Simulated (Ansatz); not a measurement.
AgF₂. Charge 0, multiplicity 2. Geometry PBE-D4/def2-TZVP, basis def2-TZVP, Ansatz.

```tsv
atom	x (Å)	y (Å)	z (Å)
Ag1	0.000	0.000	0.000
F2	-1.304	-0.021	1.434
F3	1.304	0.021	-1.434
```

```tsv
run	HOMO (eV)	LUMO (eV)
A	-9.72	-6.86
B	-12.54	-4.46
C	-11.31	-5.87
D	-7.89	-7.78
E	-8.16	-7.74
F	-10.03	-6.78
```

In the def2 sets Ag takes a core potential; there is no spin–orbit coupling. LC-ωPBE has ω = 0.4 bohr⁻¹. HOMO above LUMO, or a gap near zero within one spin, warns that the state may not be the lowest or that an electron is smeared out. The structure comes from a short search, and lower isomers may exist.

HOMO and LUMO are taken over both spins.

Q: The runs used CAM-B3LYP, LC-ωPBE, PBE, PBE0, r2SCAN, r2SCAN0. Estimate which is which.

A: A PBE0 (25 % exact exchange); B LC-ωPBE (range-separated); C CAM-B3LYP (range-separated); D PBE (0 % exact exchange); E r2SCAN (0 % exact exchange); F r2SCAN0 (25 % exact exchange). Exact exchange lowers occupied and raises empty levels; among semilocal functionals meta-GGAs tend to open the gap a little, and such runs are hard to tell apart. The gap grows from 0.10 eV (PBE) to 8.07 eV (LC-ωPBE). At PBE-D4/def2-TZVP the gap within one spin of the charge 0 doublet nearly closes, so an electron or hole may be smeared out by delocalisation error.
